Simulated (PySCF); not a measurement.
**`O=[S@](CF)CC1CC1`: 4 charge schemes on one density**

Compound: C₅H₉FOS.
Geometry (GFN2-xTB, Å), atoms numbered from 1 in this order:
```
atom  x, y, z in Å
O1     1.6054   -0.5106   -1.9210
S2     1.3594    0.4881   -0.8847
C3     2.8875    0.3631    0.2110
F4     2.7081    1.0735    1.3581
C5     0.2367   -0.3181    0.3583
C6    -1.1384   -0.4243   -0.2333
C7    -2.3349   -0.4946    0.6696
C8    -2.0767    0.7410   -0.1373
H9     3.0632   -0.6844    0.4638
H10    3.7339    0.7873   -0.3332
H11    0.2450    0.3129    1.2448
H12    0.6481   -1.3018    0.5842
H13   -1.1643   -1.0098   -1.1442
H14   -2.1671   -0.4514    1.7351
H15   -3.1545   -1.1359    0.3856
H16   -2.7221    0.9529   -0.9752
H17   -1.7361    1.6242    0.3817
```

Density: PBE0/pcSseg-1 (PySCF); schemes: Mulliken, IAO, Hirshfeld and ESP-fitted. Geometry: GFN2-xTB, one conformer, isolated molecule.

Problem. Do the Mulliken, IAO, Hirshfeld and ESP-fitted schemes agree on where the charge is lowest?

Solution. The schemes don't all agree: Mulliken O1 (-0.623); IAO O1 (-0.908); Hirshfeld O1 (-0.367); ESP-fitted C5 (-0.696).

Problem. At which atom do the 4 schemes differ most?

Solution. At S2: from +0.315 (ESP-fitted) to +1.070 e (IAO), 0.755 e apart.

Problem. For which atoms does the sign change between the 4 schemes (beyond +0.03 e in one, beyond −0.03 e in another)?

Solution. C3 and C6. Atomic charges aren't observables, and each scheme defines them in its own way.

Problem. What partial charge does each atom carry?

Solution. In e:

```
atom                 environment  Mulliken     IAO  Hirshfeld  ESP-fitted
  O1             sulfinyl oxygen    -0.623  -0.908     -0.367      -0.443
  S2             sulfinyl sulfur    +0.609  +1.070     +0.330      +0.315
  C3              sp3 C–F carbon    +0.045  -0.108     +0.011      +0.021
  F4              alkyl fluorine    -0.319  -0.306     -0.106      -0.212
  C5  sp3 carbon bound to sulfur    -0.306  -0.401     -0.084      -0.696
  C6  three-membered-ring carbon    -0.306  -0.141     -0.045      +0.073
  C7  three-membered-ring carbon    -0.182  -0.289     -0.085      -0.375
  C8  three-membered-ring carbon    -0.186  -0.296     -0.091      -0.263
  H9          methylene hydrogen    +0.136  +0.151     +0.051      +0.114
 H10          methylene hydrogen    +0.149  +0.162     +0.054      +0.140
 H11          methylene hydrogen    +0.144  +0.154     +0.042      +0.304
 H12          methylene hydrogen    +0.165  +0.151     +0.046      +0.267
 H13            methine hydrogen    +0.146  +0.158     +0.047      +0.164
 H14          methylene hydrogen    +0.127  +0.147     +0.048      +0.161
 H15          methylene hydrogen    +0.136  +0.154     +0.051      +0.156
 H16          methylene hydrogen    +0.137  +0.155     +0.051      +0.133
 H17          methylene hydrogen    +0.128  +0.146     +0.045      +0.141
```

Mean size of the charges over all atoms: IAO 0.288 e, ESP-fitted 0.234 e, Mulliken 0.226 e, Hirshfeld 0.091 e. Each set sums to the total charge, 0, to within 0.001 e. The Mulliken scheme gives each basis function's population to the atom it is centred on and halves the overlap population of two atoms between them. The ESP scheme fits charges at the nuclei, held to the total charge, to the electrostatic potential on points at 1.4 to 2.0 times the van der Waals radii.

Problem. How closely do the schemes follow one another over all atoms?

Solution. Correlation coefficient and root-mean-square difference: IAO with Hirshfeld 0.98, 0.264 e; Mulliken with IAO 0.96, 0.149 e; Mulliken with Hirshfeld 0.96, 0.154 e; Mulliken with ESP-fitted 0.81, 0.173 e; IAO with ESP-fitted 0.79, 0.241 e; Hirshfeld with ESP-fitted 0.75, 0.203 e.

Problem. Sum the charges by element, for elements with more than one atom.

Solution. 
| element | atoms | Mulliken | IAO | Hirshfeld | ESP-fitted |
| --- | --- | --- | --- | --- | --- |
| C | 5 | -0.935 | -1.235 | -0.293 | -1.239 |
| H | 9 | +1.268 | +1.379 | +0.436 | +1.580 |

Problem. How many electrons does the Hirshfeld scheme count on C3?

Solution. Z − q = 6 − (+0.011) = 5.989.

These values come from a run that also computed NMR shieldings. Time: 24 s wall. Hardware: an x86-64 server with one thread, no GPU, shared host.
